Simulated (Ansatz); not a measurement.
`O[SiH](O)[SiH2][SiH3]` and `O[SiH](O)[GeH3]` differ in one atom or group.

Ansatz, PBE0-D4/def2-TZVP geometries, multiplicity 1. Each molecule was computed in one conformer, which needn't be the lowest.

Scalar relativity is left out up to krypton.

| property | `O[SiH](O)[SiH2][SiH3]` |
| --- | --- |
| HOMO energy (B3LYP/def2-TZVPP) / eV | -7.49 |
| size of the dipole moment (ωB97M-V/def2-TZVPP) / D | 1.21 |
| HOMO–LUMO gap (ωB97M-V/def2-TZVPP) / eV | 11.08 |
| size of the dipole moment (PBE/def2-TZVPP) / D | 1.26 |
| LUMO energy (ωB97M-V/def2-TZVPP) / eV | 1.40 |
| HOMO–LUMO gap (PBE/def2-TZVPP) / eV | 5.45 |

**Question.** What does the change do to each property? (An estimate is asked.)

**Answer.** The calculation gave: 
```tsv
property	`O[SiH](O)[GeH3]`	shift
HOMO energy (B3LYP/def2-TZVPP) / eV	-7.59	-0.10
size of the dipole moment (ωB97M-V/def2-TZVPP) / D	2.20	0.99
HOMO–LUMO gap (ωB97M-V/def2-TZVPP) / eV	11.31	0.23
size of the dipole moment (PBE/def2-TZVPP) / D	2.11	0.85
LUMO energy (ωB97M-V/def2-TZVPP) / eV	1.46	0.06
HOMO–LUMO gap (PBE/def2-TZVPP) / eV	5.58	0.13
```

With PBE0 the HOMO falls by 0.10 eV and the LUMO rises by 0.09 eV, so the gap widens by about 0.19 eV. PBE moves the HOMO by -0.03 eV and ωB97M-V by -0.17 eV. Dipoles are sizes alone; their direction can turn.

B3LYP here is the variant with VWN-RPA as its local correlation; programs differ in this.
